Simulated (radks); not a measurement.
Results of a calculation; reference values are marked as such.
Problem. These are the eigenvalues of the occupied orbitals of an atom or ion with whole-number occupations (hartree). Code: a radial shooting solver on a logarithmic mesh with Libxc functionals. Model: scalar-relativistic Kohn-Sham, SCAN, spin-unpolarised, spherical densities, finite nucleus; meta-GGA in the generalised Kohn-Sham scheme; Fermi nuclear charge, rms radius of each element as measured or else 0.836 A^(1/3) + 0.57 fm.

| orbital | eigenvalue |
|---|---|
| 1s | -2111.643 |
| 2s | -356.1580 |
| 2p | -314.9398 |
| 3s | -80.67178 |
| 3p | -68.04545 |
| 3d | -52.24084 |
| 4s | -16.59239 |
| 4p | -12.42202 |
| 4d | -6.82219 |
| 5s | -2.57333 |
| 5p | -1.60228 |
| 4f | -0.75399 |
| 5d | -0.54201 |

Which element is it, and in what charge state? The configuration may be excited.

Solution. Z = 68, erbium, charge +2: Er2+ in [Kr] 4d10 4f12 5s2 5p5 5d1. The list shows which subshells hold electrons but not how many an open one holds; the 1s level, -2111.6 hartree, gives Z - s = 65.0 by -(Z - s)^2/2, which with screening and relativity narrows Z to a few neighbours, and the depths of the outer levels then fix element, charge and occupations together.
